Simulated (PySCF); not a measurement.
SMILES FCC[Si](Cl)(Cl)Cl, singlet at its GFN2-xTB optimised geometry (Å):

```
11

F     -2.2302    -1.8214    -2.7932
C     -1.8657    -1.1594    -1.6460
C     -0.3482    -1.0816    -1.5595
Si     0.2769    -0.1780     0.0000
Cl     2.2936    -0.1780     0.0000
Cl    -0.4052     1.7230     0.0000
Cl    -0.4046    -1.1242     1.6493
H     -2.3229    -0.1669    -1.7005
H     -2.2936    -1.7230    -0.8117
H      0.0178    -0.5810    -2.4582
H      0.0460    -2.0995    -1.5899
```

Method: CAM-B3LYP/def2-TZVP in PySCF 2.14.0. Cells within 0.4 Å of a nucleus heavier than hydrogen are left out (blank, or x).

Map of the log10 of the electron density (e/bohr³), floored at −4 on the plane z = 0.0 Å:

```
|0000000000000000000000000000000|
|0000000000000000000000000000000|
|0000000000011111110000000000000|
|0000000001122333221000000000000|
|0000000012234444432100000000000|
|0000000123445565543210000000000|
|0000000124566777654321000000000|
|0000001234678888765431100000000|
|00000012456789x9875432211100000|
|0000001345789xx9876433332221000|
|0000001345789xx9876544444332100|
|0000001245678998876555555443210|
|0000001234677888776666776654310|
|0000001234566777776677888764321|
|0000001223456678987788998865421|
|000001122345567xxx7889xx9875421|
|000011223345568xxx8889xx9875421|
|0000123333455678987788998865421|
|0001233444455677766778888765321|
|0001234444445666665667777654310|
|0001344555445555555555665543210|
|0001344554444455444444444432100|
|0001234444433444433333333221000|
|0001233443333333322222221110000|
|0000122332222222221100000000000|
|0000011111111111110000000000000|
|0000000000000000000000000000000|
|0000000000000000000000000000000|
|0000000000000000000000000000000|
|0000000000000000000000000000000|
|0000000000000000000000000000000|
```
Scale: ten equal steps from -4.00 (start of '0') to -0.165 (end of '9'), in the order '0123456789'; x runs from -4.50 to 4.50, y from -4.50 (bottom) to 4.50 (top).
